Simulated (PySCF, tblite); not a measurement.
Calculations on `[CH2]OC(=S)CCC#N` [radical], in the order of a workflow; each names the level of the geometry that it ran on. Settings lines and outputs come from a driver script.

Species: C5H6NOS (doublet state).
Numbering: `[CH2:1][O:2][C:3](=[S:4])[CH2:5][CH2:6][C:7]#[N:8]` (hydrogens: H9, H10 on C1; H11, H12 on C5; H13, H14 on C6)

Step 1: GFN2-xTB geometry optimisation, gas phase (tblite 0.8.0) (from a force-field or distance-geometry start)
```json
{"job": {"kind": "relax", "xc": "GFN2-xTB", "basis": "xTB"}, "charge": 0, "multiplicity": 2}
```
```
step      E/eV     max force
  0    -648.57500    2.503
  1    -648.75922    1.402
  2    -648.79781    3.539
...
 91    -649.79920    0.018
 92    -649.79927    0.013
 93    -649.79930    0.012
 94    -649.79931    0.016
 95    -649.79932    0.009
```

Energy lowered by 28.2 kcal/mol over 95 steps; largest atomic force 0.009 eV/Å at the end. «max force» is the largest atomic force in eV/Å.

Time: 0.5 s wall. Hardware: an Arm Neoverse V2 with one thread (shared host).

Step 2: GFN2-xTB harmonic vibrations, gas phase (tblite 0.8.0) (on the GFN2-xTB geometry)
```json
{"job": {"kind": "ir", "xc": "GFN2-xTB", "basis": "xTB"}, "charge": 0, "multiplicity": 2}
```
```
(table of modes left out)
```

36 modes from 13 to 3179 cm⁻¹ (unscaled, harmonic); zero-point energy 61.6 kcal/mol; all wavenumbers are real at this level.

Hardware: an Arm Neoverse V2 with one thread, shared host with 96 logical CPUs at a one-minute load of 106. Cost: 0.36 s of wall time.

Step 3: UKS B3LYP, pcH-1 on C H N O S, non-relativistic, mean-field spin-orbit, GIAO (PySCF 2.14.0) (on the GFN2-xTB geometry)
```json
{"job": {"kind": "epr", "basis": "pcH-1"}, "charge": 0, "multiplicity": 2}
```
```
...
E = -722.24245575 Eh   <S^2> = 0.7571 (exact 0.7500)
g shifts (ppm)      1          2          3
  rmc          -165       -165       -165
  gc             -2         43         32
  oz_so         -22       2170       5643
  total        -189       2047       5510
hyperfine (MHz)  atom isotope    a_iso     a_fc   dipolar eigenvalues
    0   13C      80.18      80.32    -74.46    -71.22    145.68
    1   17O       0.43       0.28    -15.64      6.84      8.80
    2   13C       8.11       8.05     -7.56     -5.20     12.76
    3   33S       2.06       1.73    -13.66    -13.10     26.75
    4   13C      -3.92      -3.93     -0.50      0.04      0.46
    5   13C       4.16       4.16     -0.50     -0.39      0.90
    6   13C      -0.20      -0.20     -0.29     -0.25      0.54
    7   14N      -0.02      -0.02     -0.08     -0.03      0.11
    8    1H     -60.69     -60.68    -34.82     -0.30     35.12
    9    1H     -61.69     -61.68    -32.99     -0.42     33.41
   10    1H      10.13      10.13     -1.61     -1.19      2.79
   11    1H       0.09       0.08     -1.20     -0.97      2.17
   12    1H       1.75       1.75     -0.69     -0.62      1.30
   13    1H       0.31       0.31     -1.58     -1.07      2.66
```

⟨S²⟩ 0.757; g_iso 2.0048. rmc, gc and oz_so are the mass-correction, gauge-correction and orbital-Zeeman/spin–orbit parts of the g shift along its three principal axes; a_iso is the isotropic hyperfine coupling and a_fc its Fermi-contact part. The log counts atoms from 0, this text from 1.

Time: 83 s of wall time (grids of density and orbitals included); peak memory 1.0 GiB. Hardware: one thread of an Arm Neoverse V2, no GPU, on a shared host.

Geometry of the electronic-property runs (GFN2-xTB):
```
atom  x, y, z in Å
C1     2.3309    0.4946   -0.9425
O2     1.2028   -0.0927   -0.6378
C3     0.7278   -0.2104    0.6007
S4     1.5193    0.3463    1.9363
C5    -0.5958   -0.9201    0.6691
C6    -1.6309   -0.3057   -0.2886
C7    -1.8245    1.0956   -0.0058
N8    -1.9598    2.2080    0.2150
H9     2.5741    0.5141   -1.9864
H10    2.9507    0.9341   -0.1795
H11   -0.4589   -1.9735    0.4049
H12   -0.9528   -0.8660    1.6980
H13   -2.5882   -0.8220   -0.1807
H14   -1.2953   -0.4028   -1.3249
```

 (This holds for the electronic-property runs.)

One conformer stands for the species.
